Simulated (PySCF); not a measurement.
## Correlation energy of Cr (chromium, neutral)

[Ar] 3d4 4s1 4p1, one real determinant (an excited configuration). Computed with PySCF 2.14 in aug-cc-pVTZ (8s7p5d3f2g, 93 functions), with the non-relativistic Hamiltonian (point nucleus). Frozen: [Ar]; 6 electrons correlated.

MP2 pair energies summed by pair of shells (mhartree):

```csv
pair,energy,share (%)
3d-3d,-42.98,71.7
3d-4s,-9.77,16.3
3d-4p,-5.34,8.9
4s-4p,-1.85,3.1
```

Total MP2 correlation energy: -59.94 mhartree.

Same-spin part -59.94 and opposite-spin part 0.00 mhartree; SCS-MP2 scales them by 1/3 and 6/5 to -19.98 mhartree.

The reference is one real determinant that mixes LS terms of this configuration.
